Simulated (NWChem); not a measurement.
System meant: C2H6ClFSi; SMILES F[C@@H](Cl)C[SiH3]

Here is an NWChem input.

```
start job
memory heap 200 mb stack 900 mb global 1100 mb
geometry units angstroms noautoz
  F     -1.004698     0.890590     0.838592
  C     -0.578103     0.815329    -0.463276
  Cl     1.057056     1.607210    -0.572356
  C     -0.533097    -0.631012    -0.915366
  Si     0.291896    -1.846281     0.308836
  H     -1.236447     1.443852    -1.066884
  H     -0.044273    -0.692007    -1.892998
  H     -1.570858    -0.963717    -1.057532
  H     -0.599596    -2.100177     1.468619
  H      0.498583    -3.129521    -0.416364
  H      1.599761    -1.340697     0.790029
end
basis spherical
  F library def2-svp
  C library def2-svp
  Cl library def2-svp
  Si library def2-svp
  H library def2-svp
end
dft
  xc pbe0
  iterations 4
  mulliken
end
task dft energy
```

End of the output:

```
    Atom       Charge   Shell Charges
 -----------   ------   -------------------------------------------------------
    1 F    9     9.12   1.98  1.03  0.75  3.21  2.14  0.01
    2 C    6     5.96   1.96  0.64  0.33  1.74  1.09  0.19
    3 Cl  17    16.97   2.00  1.96  1.05  0.80  5.82  2.26  3.06  0.03
    4 C    6     6.25   1.96  0.61  0.33  1.93  1.36  0.06
    5 Si  14    13.57   2.00  1.93  0.66  0.34  5.82  1.33  1.22  0.26
    6 H    1     0.98   0.66  0.25  0.07
    7 H    1     0.95   0.62  0.25  0.07
    8 H    1     0.95   0.63  0.25  0.07
    9 H    1     1.08   0.64  0.42  0.02
   10 H    1     1.09   0.64  0.42  0.02
   11 H    1     1.08   0.64  0.42  0.02

 center of mass
 --------------
 x =  -0.01957629 y =   0.15447490 z =   0.05622459

 moments of inertia (a.u.)
 ------------------
         977.020583003346           0.000000000000          -0.000000000000
           0.000000000000         401.451801828031          -0.000000000000
          -0.000000000000          -0.000000000000        1135.146011302663

     Multipole analysis of the density
     ---------------------------------

     L   x y z        total         alpha         beta         nuclear
     -   - - -        -----         -----         ----         -------
     0   0 0 0     -0.000000    -29.000000    -29.000000     58.000000

     1   1 0 0     -0.093085     -0.046542     -0.046542      0.000000
     1   0 1 0     -0.262169     -0.131084     -0.131084      0.000000
     1   0 0 1     -0.836020     -0.418010     -0.418010     -0.000000

     2   2 0 0    -34.244862    -89.999166    -89.999166    145.753470
     2   1 1 0     -0.406139      3.762662      3.762662     -7.931463
     2   1 0 1      1.473705     -1.715597     -1.715597      4.904900
     2   0 2 0    -34.712007   -246.926879   -246.926879    459.141752
     2   0 1 1     -0.543804      1.787229      1.787229     -4.118261
     2   0 0 2    -32.285115    -55.209689    -55.209689     78.134262

 ------------------------------------------------------------------------
 dft energy failed                                                                                  0
 ------------------------------------------------------------------------
 ------------------------------------------------------------------------
  current input line :
    28: task dft energy
 ------------------------------------------------------------------------
 ------------------------------------------------------------------------
 This type of error is most commonly associated with calculations not reaching convergence criteria
 ------------------------------------------------------------------------
 For more information see the NWChem manual at https://nwchemgit.github.io

0:dft energy failed:Received an Error in Communication
```

Question: Can this run be used? If not, why, and what is the fix?

Answer: Convergence was not reached. Cause: the SCF was allowed too few iterations. This input runs:
```
start job
memory heap 200 mb stack 900 mb global 1100 mb
geometry units angstroms noautoz
  F     -1.004698     0.890590     0.838592
  C     -0.578103     0.815329    -0.463276
  Cl     1.057056     1.607210    -0.572356
  C     -0.533097    -0.631012    -0.915366
  Si     0.291896    -1.846281     0.308836
  H     -1.236447     1.443852    -1.066884
  H     -0.044273    -0.692007    -1.892998
  H     -1.570858    -0.963717    -1.057532
  H     -0.599596    -2.100177     1.468619
  H      0.498583    -3.129521    -0.416364
  H      1.599761    -1.340697     0.790029
end
basis spherical
  * library def2-svp
end
dft
  xc pbe0
  iterations 150
  mulliken
end
task dft energy
```
It converges to -928.51313 Ha (PBE0/def2-SVP).
